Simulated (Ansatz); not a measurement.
The same path of BClH2O + H3P (9 atoms, charge 0, multiplicity 1) was run twice with different band settings. Lost on the way: P6–H9. Made: B1–P6, O2–H9.

Method: RKS revPBE-D4/6-31G* (Ansatz).

Relaxed end points:

```xyz
9
Properties=species:S:1:pos:R:3
B 0.056 -0.451 0.068
O -0.162 -0.803 1.367
H -1.094 -0.632 1.610
Cl 1.688 -0.695 -0.583
H -0.798 0.000 -0.652
P 0.819 3.132 1.218
H 1.952 2.283 0.978
H 0.191 2.747 -0.017
H 0.136 2.109 1.959
```

```xyz
9
Properties=species:S:1:pos:R:3
B 0.413 0.422 0.179
O -0.421 -0.296 1.541
H -1.271 0.191 1.640
Cl 1.912 -0.621 0.067
H -0.412 0.245 -0.684
P 0.783 2.260 0.840
H 1.867 2.563 -0.040
H -0.197 2.971 0.069
H 0.112 -0.047 2.335
```

Common settings: movable images 5; climbing image yes; spring 5.0 eV/Å²; optimiser quadratic models (default); force threshold 0.05 eV/Å; iteration limit 60; end points relaxed.

| run | start path |
| --- | --- |
| 1 | through a guess of the saddle point |
| 2 | straight line |

(1) What does each run give, and how far can it be trusted?

## Answers

(1) Run 1: converged after 18 iterations, highest image 1.869 eV above the first end. Neighbouring images differ by up to 1.4 eV, so the band resolves the path poorly. A vibrational analysis at the climbing image gives one clearly imaginary mode, 1138i cm⁻¹: a first-order saddle point.
Run 2: converged after 20 iterations, highest image 1.869 eV above the first end. Neighbouring images differ by up to 1.4 eV, so the band resolves the path poorly. Another band between the same ends (5 images) ends at a top of the same energy, where a vibrational analysis finds 1 clearly imaginary mode.
The orbitals stay closed-shell, which can raise the energy where a bond breaks towards radicals; this wasn't checked here.
